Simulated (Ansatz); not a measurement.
Geometry optimisation, RKS r2SCAN-D4/def2-SVP in Ansatz.

Input:

```yaml
crystal:
  periodic: [false, false, false]
  atoms:
    - { symbol: Ta, position_ang: [0.0, 0.0, 0.0] }
    - { symbol: F, position_ang: [2.28, 0.0, 0.0] }
    - { symbol: F, position_ang: [0.0, 0.0, 1.93] }
    - { symbol: F, position_ang: [0.0, 0.0, -1.93] }
    - { symbol: "N", position_ang: [-1.08, 1.8706, 0.0] }
    - { symbol: H, position_ang: [-1.6414, 2.1584, 0.8518] }
    - { symbol: H, position_ang: [-1.0486, 2.5007, -0.8518] }
    - { symbol: F, position_ang: [-0.965, -1.6714, 0.0] }
    - { symbol: H, position_ang: [0.6622, -1.6867, 1.0613] }
    - { symbol: H, position_ang: [1.6779, -1.2317, 0.775] }
basis:
  gaussian: { orbitals: def2-SVP }
hamiltonian:
  xc: r2scan
  dispersion: d4
relax:
  f_tol: 0.15
  max_steps: 25
  restrain:
    - { distance: [0, 8], at: 3.0, k: 30.0 }
    - { distance: [9, 1], at: 2.12, k: 30.0 }
    - { distance: [0, 1], at: 1.93, k: 30.0 }
    - { distance: [9, 8], at: 0.66, k: 30.0 }
output:
  orbitals: {}
```

Launched with:

```bash
$ ansatz run input.yaml --threads 4 --pin off --max-ram 5120MiB --backend cpu --events-out ev --progress --plain --runs-dir out
```

Problem. Where does it end, and by what steps?

Solution. The run converged. The restraints hold the end off the free minimum; the threshold counts their pulls, which the force column leaves out. Restrained pairs: Ta1–H9 (2.10 → 3.00 Å), F2–H10 (1.57 → 2.13 Å), Ta1–F2 (2.28 → 1.91 Å), H9–H10 (1.15 → 0.72 Å). After 7 steps the energy has fallen by 3.662 eV (the restraints' own energy left out); H9 moved furthest, 0.98 Å.

```
step  energy less start (eV)  largest force component (eV/Å)  accepted
   0                  0.0000                           4.100       yes
   1                 -1.3715                           3.804       yes
   2                 -2.3818                           4.360       yes
   3                 -3.1304                           3.341       yes
   4                 -3.4839                           1.009       yes
   5                 -3.6107                           1.230       yes
   6                 -3.6580                           1.212       yes
   7                 -3.6623                           1.403       yes
```

```xyz
10
Properties=species:S:1:pos:R:3
Ta -0.067 0.154 0.089
F 1.829 0.299 0.257
F -0.295 0.358 1.956
F 0.078 0.128 -1.797
N -1.031 1.839 -0.112
H -1.393 2.371 0.676
H -1.225 2.278 -1.008
F -1.147 -1.383 0.068
H 1.369 -2.345 0.912
H 1.768 -1.760 0.796
```

Time of the run: 23 s on 4 threads of Arm Neoverse V2, with other jobs on the host, peak memory 0.21 GiB.
